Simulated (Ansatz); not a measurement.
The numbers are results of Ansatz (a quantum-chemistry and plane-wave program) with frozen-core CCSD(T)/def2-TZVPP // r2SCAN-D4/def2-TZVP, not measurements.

Ansatz 0.2 input:
```yaml
crystal:
  periodic: [false, false, false]
  atoms:
    - { symbol: N, position_ang: [-1.111283, 1.704647, 0.168261] }
    - { symbol: In, position_ang: [-0.008935, -0.001136, 0.016867] }
    - { symbol: N, position_ang: [2.022627, 0.105439, 0.117993] }
    - { symbol: N, position_ang: [-0.917203, -1.823592, -0.022383] }
    - { symbol: H, position_ang: [-2.018125, 1.674123, -0.281803] }
    - { symbol: H, position_ang: [-0.638717, 2.541903, -0.151047] }
    - { symbol: H, position_ang: [2.381898, 0.918916, 0.602975] }
    - { symbol: H, position_ang: [2.471895, -0.711117, 0.514751] }
    - { symbol: H, position_ang: [-0.35771, -2.564969, -0.426865] }
    - { symbol: H, position_ang: [-1.824448, -1.844213, -0.47221] }
basis:
  gaussian: { orbitals: def2-TZVPP }
correlation:
  method: ccsd_t
```

Output:

```
Functional definition: HF
1524 factors; integrals over basis functions are off by at most 1.1e-3 eV
mean field evaluation 1: about -9684.2792 eV, gradient 5.9e1 eV
mean field evaluation 2: about -9684.3340 eV, gradient 5.9e1 eV
mean field evaluation 4: about -9691.0095 eV, gradient 3.2e0 eV
mean field evaluation 8: about -9691.0582 eV, gradient 2.3e-1 eV
mean field evaluation 16: about -9684.2792 eV, gradient 5.9e1 eV
mean field -9691.05846306 eV, -356.1398296822 hartree, gradient 2.0e-6 eV, S^2 0.000000; 0 other end points of the search recorded, 0 dependent functions left out
7 core orbitals not correlated
reference -9691.05846306 eV, -356.1398296822 hartree; 17, 17 occupied and 203, 203 virtual orbitals, 1524 factors
second order -25.83892588 eV of doubles, -0.00000000 eV of singles
cycle   1  -25.45772592 eV  change    3.8e-1 eV  update   1.2e-1
cycle   2  -26.03844364 eV  change   -5.8e-1 eV  update   3.4e-2
cycle   3  -26.17797024 eV  change   -1.4e-1 eV  update   2.0e-2
cycle   4  -26.16642455 eV  change    1.2e-2 eV  update   5.7e-3
cycle   5  -26.16311097 eV  change    3.3e-3 eV  update   2.9e-3
cycle   6  -26.16409857 eV  change   -9.9e-4 eV  update   1.0e-3
cycle   7  -26.16359267 eV  change    5.1e-4 eV  update   4.6e-4
cycle   8  -26.16349952 eV  change    9.3e-5 eV  update   1.6e-4
cycle   9  -26.16359936 eV  change   -1.0e-4 eV  update   6.9e-5
cycle  10  -26.16359348 eV  change    5.9e-6 eV  update   2.6e-5
perturbative correction -0.98499850 eV, -0.0361980273 hartree
Total energy: -9718.20705504 eV, -357.1375220355 hartree
```

Cost: very roughly 7 core-minutes.
